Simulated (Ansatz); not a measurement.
Species: sum formula FeBrCl (charge 0, quintet). The spin state was set by rule; other spins were not relaxed. 
Geometry from a B3LYP-D3(BJ)/def2-TZVP (Ansatz, a program for electronic structure) optimisation:
```xyz
3

Fe     0.0000     0.0000    -0.5612
Cl     0.0000     0.0000    -2.7056
Br     0.0000     0.0000     1.7310
```
Charge 0, spin multiplicity 5.

Total electronic energies in hartree. Cores are frozen in the correlated levels unless marked. Open shells are spin-unrestricted. Spin-orbit coupling is left out. The frozen core is the preceding noble-gas configuration, with the filled d and f shells of earlier blocks. No relativistic terms. Basis-set limits of correlation are two-point, X^-3; Hartree-Fock from the larger set. The bracket is a focal-point correction in the basis named.

```json
[
 {"level": "HF/def2-TZVPP", "program": "Ansatz", "energy (Eh)": "-4294.52615"},
 {"level": "RI-HF/def2-QZVPP", "program": "Ansatz", "energy (Eh)": "-4294.61492"},
 {"level": "PBE-D3(BJ)/def2-TZVPD", "program": "Ansatz + dftd3", "energy (Eh)": "___"},
 {"level": "BLYP-D3(BJ)/def2-TZVPD", "program": "Ansatz + dftd3", "energy (Eh)": "-4298.30477"},
 {"level": "BLYP-D4/def2-TZVPD", "program": "Ansatz + dftd4", "energy (Eh)": "-4298.30420"},
 {"level": "revPBE/def2-TZVPD", "program": "Ansatz", "energy (Eh)": "-4297.80504"},
 {"level": "r2SCAN/def2-TZVPD", "program": "Ansatz", "energy (Eh)": "-4298.15070"},
 {"level": "B3LYP/def2-TZVPD", "program": "Ansatz", "energy (Eh)": "-4298.28711"},
 {"level": "PBE0/def2-SVP", "program": "Ansatz", "energy (Eh)": "-4296.88750"},
 {"level": "r2SCAN0-D4/def2-TZVPD", "program": "Ansatz + dftd4", "energy (Eh)": "-4298.11631"},
 {"level": "HSE06-D3(BJ)/def2-TZVPD", "program": "Ansatz + dftd3", "energy (Eh)": "-4297.53442"},
 {"level": "B2GP-PLYP/def2-TZVPD", "program": "Ansatz", "energy (Eh)": "-4297.07476"},
 {"level": "B2PLYP-D3(BJ)/def2-TZVPD", "program": "Ansatz + dftd3", "energy (Eh)": "-4297.37770"},
 {"level": "RPA@PBE/def2-TZVPP", "program": "Ansatz", "energy (Eh)": "-4295.35460"},
 {"level": "RPA@PBE/def2-QZVPP", "program": "Ansatz", "energy (Eh)": "-4295.53436"},
 {"level": "MP2/def2-SVPD", "program": "Ansatz", "energy (Eh)": "-4294.28178"},
 {"level": "MP2/def2-TZVPPD", "program": "Ansatz", "energy (Eh)": "-4295.06437"},
 {"level": "RI-MP2/CBS(def2-TZVPP,def2-QZVPP)", "program": "Ansatz", "energy (Eh)": "-4295.2429"},
 {"level": "SCS-MP2/STO-3G", "program": "Ansatz", "energy (Eh)": "-4248.45579"},
 {"level": "SCS-MP2/def2-TZVPP", "program": "Ansatz", "energy (Eh)": "-4295.01141"},
 {"level": "CCSD/def2-TZVPP", "program": "Ansatz", "energy (Eh)": "-4295.09668"},
 {"level": "CCSD(T)/def2-TZVPPD", "program": "Ansatz", "energy (Eh)": "-4295.12310"},
 {"level": "RI-MP2/CBS(def2-TZVPPD,def2-QZVPPD)+[CCSD(T)-MP2]/def2-TZVPPD", "program": "Ansatz", "energy (Eh)": "-4295.3008"}
]
```

Problem. Some entries are withheld; supply them.

Solution. 
- PBE-D3(BJ)/def2-TZVPD, energy (Eh): -4297.40189
